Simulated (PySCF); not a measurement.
# Relaxation of quintet RhCl₃

Method: PySCF, UPBE0, basis Rh def2-SVP with ECP28, Cl def2-SVP (scalar-relativistic core potentials, no spin–orbit coupling, density fitting). A (50,194) grid was used.

A hand-made T-shaped start, of C2v symmetry, held to at least that symmetry:

Coordinates in bohr (charge 0 multiplicity 5):
```
Rh    0.0000    0.0000   -0.7620
Cl    0.0000    0.0000    3.4710
Cl    4.2303    0.0000   -0.6142
Cl   -4.2303    0.0000   -0.6142
```

Optimiser trace:
```csv
step,E − E(last) (kJ/mol),largest gradient (Eh/bohr)
0,90.36,0.03142
1,64.74,0.01543
2,33.33,0.01957
3,19.19,0.01640
4,10.53,0.01367
5,2.22,0.00286
6,0.42,0.00377
7,0.04,0.00227
8,0.01,0.00095
9,0.00,0.00012
```

It ends at D3h with Rh–Cl 2.247 Å (×3); Cl–Rh–Cl 120.0° (×3) (after a last refinement on a finer grid). The frequency run here used a shortcut that can spoil soft modes, so no verdict on minimum or saddle point is given.

With open d or f shells other occupations or spin states may lie lower. At this level a triplet minimum of C2v symmetry lies 10 kJ/mol below this structure.

The relaxation took roughly 70 core-seconds on a shared host.
